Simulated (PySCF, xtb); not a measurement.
Ta(NH)(F)(OH)2 (FH3NO2Ta), SMILES [NH]=[Ta]([OH])([OH])[F], multiplicity 1.

xtb with GFN2-xTB at its own geometry gives an orbital gap of 3.71 eV and a dipole moment of 3.83 D.

Geometry optimised at B3LYP-D3(BJ)/def2-SVP. The multiplicity is an assumed one; no other spin state was optimised. The structure was generated by enumeration; whether it is a known compound was not checked. The def2 effective core potentials stand for the cores of Ta; spin–orbit coupling is left out. One conformer was computed; it need not be the lowest.

Problem. What does M06-2X/def2-TZVP (PySCF) give? (Estimate from the structure and the level; the computed values follow.)

Solution. gap 9.49 eV (levels -9.33 and 0.16 eV), dipole 2.77 D.
